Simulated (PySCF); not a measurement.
**Polarisability and C₆ of Te²⁶⁺ (tellurium, charge +26)**

[Ar] 3d8, high-spin 3F determinant. Computed with PySCF 2.14 in an uncontracted even-tempered set (19 s from 3.4 bohr⁻², ratio 2.5; 13 p from 4.4 bohr⁻², ratio 2.5; 8 d from 4.4 bohr⁻², ratio 2.5; 4 f from 20 bohr⁻², ratio 2.7; 3 g from 30 bohr⁻², ratio 2.7), with scalar relativity by spin-free X2C-1e. Coupled (time-dependent) response in atomic units; α is the mean over directions.

```csv
method,mean α (bohr³),C₆ (like pair),S(−4)
UHF,0.01196,0.003122,4.795e-05
```

S(−4) is the Cauchy moment in α(ω) = α(0) + S(−4) ω² + …

Spin-orbit coupling is absent.

α(iu) at UHF:

| u (hartree) | α(iu) (bohr³) |
| --- | --- |
| 0 | 0.01196 |
| 3.00 | 0.01156 |
| 6.00 | 0.01070 |
| 12.0 | 0.009018 |
| 18.0 | 0.007787 |
| 24.0 | 0.006801 |
| 30.0 | 0.005958 |
| 45.0 | 0.004303 |
| 60.0 | 0.003160 |
| 90.0 | 0.001841 |
| 150 | 0.0008220 |

A single London oscillator, α(iu) = α/(1 + u²/ω²), gives C₆ = (3/4) ω α². Matching the computed C₆ needs ω = 4 × 0.003122 / (3 × 0.01196²) = 29.1 hartree.

For an ion, C₆ is the dispersion term alone; charge-induced terms of lower order in 1/R come first.

Spin-orbit coupling, absent here, splits the open shell strongly.
